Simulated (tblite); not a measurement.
Input of a run (GFN2-xTB geometry optimisation, gas phase (tblite 0.8.0)), started from a force field or distance geometry:
```
{"job": {"kind": "relax", "xc": "GFN2-xTB", "basis": "xTB"}, "charge": 0, "multiplicity": 2}
O     -2.793300    -0.421800    -1.118600
C     -2.043500    -0.342300    -0.167300
C     -0.615100     0.035300    -0.391600
C     -0.213800     1.302700     0.321700
C      0.667300     1.052200     1.499100
N      1.643000     0.218000     1.352900
C      1.725900    -0.366400     0.026200
C      0.375800    -1.059300    -0.138600
H     -2.374400    -0.562100     0.852700
H     -0.551100     0.249900    -1.492600
H     -1.090700     1.923600     0.592200
H      0.362400     1.912800    -0.413000
H      1.744600     0.449200    -0.710200
H      2.576700    -1.047100    -0.086900
H      0.182400    -1.561900     0.829900
H      0.396100    -1.773800    -0.967200
```

Output (eV, eV/Å):
```
step      E/eV     max force
  0    -646.73772    4.030
  1    -646.87987    4.132
  2    -647.00606    0.668
  3    -647.03668    0.559
  4    -647.12564    0.707
  5    -647.15510    0.646
  6    -647.18988    0.592
  7    -647.21230    0.423
  8    -647.23751    0.403
  9    -647.26687    0.613
 10    -647.29647    0.603
 11    -647.34027    0.529
 12    -647.38765    0.558
 13    -647.42582    0.457
 14    -647.44557    0.330
 15    -647.45877    0.274
 16    -647.47344    0.366
 17    -647.48799    0.315
 18    -647.49778    0.323
 19    -647.50494    0.192
 20    -647.51020    0.215
 21    -647.51825    0.199
 22    -647.52411    0.188
 23    -647.52915    0.155
 24    -647.53267    0.170
 25    -647.53635    0.166
 26    -647.53994    0.145
 27    -647.54345    0.146
 28    -647.54645    0.132
 29    -647.54924    0.149
 30    -647.55247    0.155
 31    -647.55594    0.173
 32    -647.56107    0.203
 33    -647.56716    0.205
 34    -647.57199    0.187
 35    -647.57656    0.192
 36    -647.58209    0.211
 37    -647.58569    0.219
 38    -647.59142    0.223
 39    -647.59630    0.194
 40    -647.60907    0.202
 41    -647.61644    0.285
 42    -647.62949    0.440
 43    -647.63721    0.291
 44    -647.64604    0.325
 45    -647.65441    0.252
 46    -647.66535    0.293
 47    -647.67457    0.343
 48    -647.68376    0.456
 49    -647.69021    0.281
 50    -647.70086    0.252
 51    -647.70654    0.172
 52    -647.71118    0.167
 53    -647.71483    0.175
 54    -647.71870    0.175
 55    -647.72123    0.183
 56    -647.72333    0.133
 57    -647.72506    0.097
 58    -647.72651    0.090
 59    -647.72761    0.075
 60    -647.72846    0.067
 61    -647.72934    0.069
 62    -647.73043    0.084
 63    -647.73155    0.072
 64    -647.73242    0.074
 65    -647.73315    0.082
 66    -647.73395    0.077
 67    -647.73486    0.073
 68    -647.73558    0.056
 69    -647.73602    0.044
 70    -647.73634    0.044
 71    -647.73666    0.052
 72    -647.73691    0.037
 73    -647.73703    0.021
 74    -647.73709    0.017
 75    -647.73712    0.016
 76    -647.73715    0.013
 77    -647.73717    0.008
```

Task: Summarise the run.

Result: The energy falls by 96.4 kJ/mol over 77 L-BFGS steps, the largest force on an atom goes from 4.03 to 0.008 eV/Å, and the atoms move by 0.687 Å rms after alignment. The bond that changes most is C5=N6 (ends: carbon bonded to C and N; nitrogen bonded to 2 C), which shortens by 0.074 Å. Bonds longer at the end by more than 0.005 Å: 4 of 16; shorter: 9. Among the angles that change most is C4–C5–N6, from 117.7° to 130.9°. Among the dihedrals that turn most is C8–C3–C4–H11, from -151° to -77°. The energy never rose by more than 1e-5 eV on the way. The first step brought 14 % of the lowering.

Task: What are the final bond lengths?

Result: O1=C2 1.203 Å, C2–C3 1.498 Å, C3–C4 1.566 Å, C4–C5 1.466 Å, C5=N6 1.218 Å, N6–C7 1.447 Å, C7–C8 1.535 Å, C3–C8 1.531 Å, C2–H9 1.108 Å, C3–H10 1.094 Å, C4–H11 1.093 Å, C4–H12 1.090 Å, C7–H13 1.094 Å, C7–H14 1.092 Å, C8–H15 1.093 Å, C8–H16 1.091 Å. Numbering counts from 1 in the input's order; the species is `O=C[C@H]1C[C]=NCC1` [radical].

Its GFN2-xTB frequencies are all real (lowest 82 cm⁻¹).

One conformer stands for the species.

All values are computed, not measured.
